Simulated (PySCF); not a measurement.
Constitutional and geometric isomers with formula C3H2O2. All species are isolated molecules in the gas phase. One relaxed conformer stands for each flexible species; it need not be the lowest. Strings in code marks are SMILES.

The S1 excitation (TDA) from two functionals at the same geometries (B3LYP-D3(BJ)/def2-TZVP), both in PySCF: PBE-D3(BJ)/def2-TZVP and M06-2X/def2-TZVP. Excitations are Tamm–Dancoff values on a coarser integration grid. The basis has no diffuse functions, so Rydberg states are missing or too high.

```csv
species,PBE-D3(BJ)/def2-TZVP (eV),M06-2X/def2-TZVP (eV)
`O(C=O)C#C`,4.85,5.60
`O=c1cc1O` (C–C–O–H torsion 0°),4.41,5.27
`O=C1[C@H]2O[C@@H]12`,4.73,4.80
```

Over these rows, drawn at random from the members with no instability flagged (it was tested for open shells, ions and some series alone), PBE minus M06-2X: mean -0.56 eV, from -0.86 eV to -0.07 eV.
